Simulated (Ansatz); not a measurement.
One change: `C[SiH2][N]([GeH3])c1ccccc1` becomes `Clc1ccccc1`.

Ansatz, PBE0-D4/def2-TZVP geometries, multiplicity 1. Each molecule was computed in one conformer, which needn't be the lowest.

Scalar relativity is left out up to krypton.

| property | `C[SiH2][N]([GeH3])c1ccccc1` |
| --- | --- |
| HOMO–LUMO gap (PBE/def2-TZVPP) / eV | 3.98 |
| HOMO–LUMO gap (B3LYP/def2-TZVPP) / eV | 5.48 |
| LUMO energy (ωB97M-V/def2-TZVPP) / eV | 1.68 |
| HOMO energy (B3LYP/def2-TZVPP) / eV | -5.93 |
| HOMO energy (PBE0/def2-TZVPP) / eV | -6.14 |
| size of the dipole moment (B3LYP/def2-TZVPP) / D | 0.53 |

Q: What does the change do to each property? (Estimate.)

A: The calculation gave: 
```tsv
property	`Clc1ccccc1`	shift
HOMO–LUMO gap (PBE/def2-TZVPP) / eV	4.65	0.67
HOMO–LUMO gap (B3LYP/def2-TZVPP) / eV	6.17	0.69
LUMO energy (ωB97M-V/def2-TZVPP) / eV	1.47	-0.21
HOMO energy (B3LYP/def2-TZVPP) / eV	-6.92	-0.99
HOMO energy (PBE0/def2-TZVPP) / eV	-7.14	-1.00
size of the dipole moment (B3LYP/def2-TZVPP) / D	1.63	1.10
```

With PBE0 the HOMO falls by 1.00 eV and the LUMO falls by 0.27 eV, so the gap widens by about 0.73 eV. PBE moves the HOMO by -0.97 eV and ωB97M-V by -1.01 eV. Dipoles are sizes alone; their direction can turn.

B3LYP here is the variant with VWN-RPA as its local correlation; programs differ in this.
